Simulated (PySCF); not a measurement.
HClF₂OSi, singlet, at a GFN2-xTB geometry. Base run: CAMB3LYP/6-31G*, polarisability (PySCF).

Here is a job for PySCF.
```python
from pyscf import gto, scf, dft
from pyscf.prop import polarizability

mol = gto.Mole()
mol.atom = '''
    O     1.63775832   -0.46100503   -0.44317007
    Si    0.12050648   -0.26971536    0.02240933
    F    -0.06135595   -0.77015572    1.52532272
    F    -0.68454838   -1.33585848   -0.82739633
    Cl   -0.61542772    1.55335646   -0.17417586
    H     2.38625293    0.01112302   -0.08871797
'''
mol.basis = '6-31g*'
mol.verbose = 4
mol.build()

mf = dft.RKS(mol)
mf.xc = 'camb3lyp'
mf.kernel()
alpha = mf.Polarizability().polarizability()[2, 2]
print('alpha_zz =', alpha)
```

The base run was repeated with changes; each row names its change, and settings that it needs were set with it.

```tsv
change	alpha_zz (bohr³)	basis functions	core-seconds (rough)
base	23.08	80	50
finite field (a.u.) = 0.05; conv_tol = 1e-11	23.20	80	90
finite field (a.u.) = 0.001; conv_tol = 1e-11	23.08	80	80
finite field (a.u.) = 0.001; conv_tol = 1e-6	23.10	80	40
finite field (a.u.) = 2e-4; conv_tol = 1e-11	23.08	80	70
basis = aug-cc-pVDZ	34.94	132	200
functional = pbe	24.51	80	20
basis = STO-3G	9.83	34	10
basis = 6-31+G*	29.37	100	90
finite field (a.u.) = 2e-4; conv_tol = 1e-6	18.78	80	30
functional = hf	20.87	80	4
functional = lda,vwn	24.59	80	10
```

Finite-field rows take the second difference of the energy in a field along z; a small field with loose convergence shows SCF noise divided by the square of the field, and a large one adds hyperpolarisability.
